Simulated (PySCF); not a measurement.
Electron correlation in Bi⁺ (bismuth, charge +1)

[Xe] 4f14 5d10 6s2 6p2, high-spin 3P determinant. All numbers are calculated (PySCF 2.14, scalar relativity through the core potential, in def2-TZVPPD with the def2 core potential (60 electrons) (7s5p4d2f, 56 functions)). Frozen: nothing; 22 electrons correlated.

```json
{"level": "CCSD", "correlation energy (mhartree)": "-396.58"}
{"level": "(T)", "correlation energy (mhartree)": "-7.60"}
{"level": "CCSD(T)", "correlation energy (mhartree)": "-404.18"}
```

Diagnostics: T1 = 0.0072, D1 = 0.0308, largest double amplitude 0.055.

Spin-orbit coupling is strong in this species (close to jj coupling), so the high-spin LS determinant is a model state, not a physical level.

Cost of the coupled-cluster step: of the order of 30 core-seconds, for 22 correlated electrons.

Iterations:

```
CC2 = 0
CCSD nocc = (np.int64(12), np.int64(10)), nmo = (56, 56)
frozen orbitals [[], []]
max_cycle = 100
direct = 0
conv_tol = 1e-08
conv_tol_normt = 1e-06
diis_space = 8
diis_start_cycle = 0
Init t2, MP2 energy = -0.428186711843923
Init E_corr(UCCSD) = -0.428186711850838
cycle = 1  E_corr(UCCSD) = -0.385432899159279  dE = 0.0427538127  norm(t1,t2) = 0.0613269
cycle = 2  E_corr(UCCSD) = -0.397108973780638  dE = -0.0116760746  norm(t1,t2) = 0.0134885
cycle = 3  E_corr(UCCSD) = -0.396021526121912  dE = 0.00108744766  norm(t1,t2) = 0.00447888
cycle = 4  E_corr(UCCSD) = -0.396586740046972  dE = -0.000565213925  norm(t1,t2) = 0.00155245
cycle = 5  E_corr(UCCSD) = -0.396592703825076  dE = -5.9637781e-06  norm(t1,t2) = 0.000208512
cycle = 6  E_corr(UCCSD) = -0.396580619808544  dE = 1.20840165e-05  norm(t1,t2) = 4.73047e-05
cycle = 7  E_corr(UCCSD) = -0.396581815733165  dE = -1.19592462e-06  norm(t1,t2) = 8.80788e-06
cycle = 8  E_corr(UCCSD) = -0.396581998033516  dE = -1.82300351e-07  norm(t1,t2) = 1.20392e-06
cycle = 9  E_corr(UCCSD) = -0.396581954727054  dE = 4.33064614e-08  norm(t1,t2) = 2.71937e-07
cycle = 10  E_corr(UCCSD) = -0.396581954836763  dE = -1.09708853e-10  norm(t1,t2) = 4.43724e-08
UCCSD converged
E(UCCSD) = -213.6885504549229  E_corr = -0.396581954836763
UCCSD(T) correction = -0.00759546771487397
```

The basis has no tight functions for the innermost shells, so their pair energies are far from complete.

This basis was not built for core-valence correlation, so the inner-shell part is incomplete.

Spin-orbit coupling is strong in this species, so the high-spin LS determinant is a model state.
